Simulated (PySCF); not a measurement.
Method: PBE0/[Ge def2-TZVP, H def2-TZVP], no relativity, density fitting, PySCF.

Each entry is the lowest minimum that a search over a few typed start shapes (and spin states, where more than one is plausible) found, or that minimum re-optimised at the stated level; isomers with ligand–ligand bonds, or fragments after loss of a ligand pair, can lie lower. Open shells are unrestricted.

GeH2 is a singlet of C2v symmetry with Ge–H 1.594 Å (×2); H–Ge–H 90.6°. Its wavenumbers are 935, 1927, 1936 cm⁻¹.

Task: What changes when one electron is removed, giving GeH₂⁺?

Result: It costs 8.94 eV between the minima (8.95 eV with zero-point energy). GeH₂⁺ is a doublet of C2v symmetry with Ge–H 1.552 Å (×2); H–Ge–H 120.9°; wavenumbers 823, 2020, 2114 cm⁻¹.
